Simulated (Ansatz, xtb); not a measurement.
Two isomers of C3H8BO2P

We compare I, `C=COB(P)OC`, a singlet, with II, `OB(P)OC1CC1`, a singlet. Both are isolated molecules in the gas phase, relaxed with PBE-D3(BJ)/def2-SVP; each stands in its lowest conformer found.

I (Å):

```xyz
15

C     0.8967    1.9819    1.1380
C     0.1311    1.1102    0.4637
C     1.3696   -2.8521    0.1306
B    -0.1055   -1.0531   -0.6397
O     0.5329   -0.1715    0.2165
O     0.3193   -2.3433   -0.6867
P    -1.6759   -0.5599   -1.6894
H     0.5258    2.9975    1.3286
H     1.8930    1.6981    1.5079
H    -0.8766    1.3740    0.0910
H    -1.0283    0.5059   -2.4078
H    -1.4463   -1.5431   -2.7089
H     1.7631   -2.0865    0.8287
H     0.9848   -3.7160    0.7104
H     2.1931   -3.2094   -0.5213
```

II (Å):

```yaml
atoms:
  - { symbol: C, position_ang: [-0.5950, 0.1158, -0.9164] }
  - { symbol: C, position_ang: [-1.9743, -0.0157, -0.3431] }
  - { symbol: C, position_ang: [-1.4978, 1.3230, -0.8774] }
  - { symbol: B, position_ang: [1.6031, 0.8205, -0.1355] }
  - { symbol: O, position_ang: [2.6060, 0.6474, 0.7776] }
  - { symbol: O, position_ang: [0.4847, 0.0254, -0.0201] }
  - { symbol: P, position_ang: [1.7584, 2.2763, -1.4214] }
  - { symbol: H, position_ang: [2.3656, -0.0526, 1.4166] }
  - { symbol: H, position_ang: [3.1753, 2.1339, -1.6107] }
  - { symbol: H, position_ang: [1.4074, 1.4904, -2.5739] }
  - { symbol: H, position_ang: [-0.3897, -0.3519, -1.8964] }
  - { symbol: H, position_ang: [-2.7275, -0.5855, -0.9084] }
  - { symbol: H, position_ang: [-2.0348, -0.1247, 0.7508] }
  - { symbol: H, position_ang: [-1.9058, 1.7039, -1.8264] }
  - { symbol: H, position_ang: [-1.2527, 2.1037, -0.1408] }
```

Quicker runs give these differences E(II) − E(I): GFN2-xTB −7.1 kcal/mol; HF/STO-3G −1.5 kcal/mol (at GFN2-xTB geometries); r2SCAN-D4/def2-SVP −5.6 kcal/mol (at GFN2-xTB geometries).

**Question.** Estimate E(II) − E(I) at the level CCSD(T)/def2-SVP + ΔMP2/def2-TZVPP.

**Answer.** Calculated at CCSD(T)/def2-SVP + ΔMP2/def2-TZVPP: E(II) − E(I) = −4.9 kcal/mol, so structure II lies lower.

How the difference moves with the method:

```csv
level,geometry,E(II) − E(I) (kcal/mol),departure from the last row (kcal/mol),"job, with rough time for the two"
GFN2-xTB,GFN2-xTB,−7.1,−2.3,"optimisation, 0.4 s"
HF/STO-3G,GFN2-xTB,−1.5,+3.4,"single point, 0.4 s"
r2SCAN-D4/def2-SVP,GFN2-xTB,−5.6,−0.7,"single point, 4.1 s"
PBE-D3(BJ)/def2-SVP,PBE-D3(BJ)/def2-SVP,−6.1,−1.2,"optimisation, 38 s"
HF/def2-SVP,PBE-D3(BJ)/def2-SVP,−2.6,+2.3,part of the CCSD(T) run
MP2/def2-SVP,PBE-D3(BJ)/def2-SVP,−9.4,−4.6,part of the CCSD(T) run
CCSD(T)/def2-SVP,PBE-D3(BJ)/def2-SVP,−5.6,−0.8,single point
CCSD(T)/def2-SVP + ΔMP2/def2-TZVPP,PBE-D3(BJ)/def2-SVP,−4.9,,"single point, 77 s"
```

As drawn, II has 3 C–C, 1 O–H in place of 1 C=C, 1 C–O, 1 C–H. Structure I has no ring, II a 3-membered ring.

None of the levels shown reverses the order. The largest departure from CCSD(T)/def2-SVP + ΔMP2/def2-TZVPP is that of MP2/def2-SVP, 4.6 kcal/mol. The last row adds to CCSD(T) the change of the MP2 difference between the two basis sets, here +0.8 kcal/mol.

With thermal terms from frequencies at re-optimised GFN2-xTB minima (ideal gas, soft modes damped towards free rotors, one conformer each, 298.15 K, 1 atm): on the last row, ΔE + ΔZPE = −3.5, ΔH = −4.2, ΔG = −2.3 kcal/mol.

The correlated steps freeze 11 core orbitals. Run with Ansatz 0.2.0, xtb 6.7.1; the last row on 4 threads of Arm Neoverse V1 on a shared host.
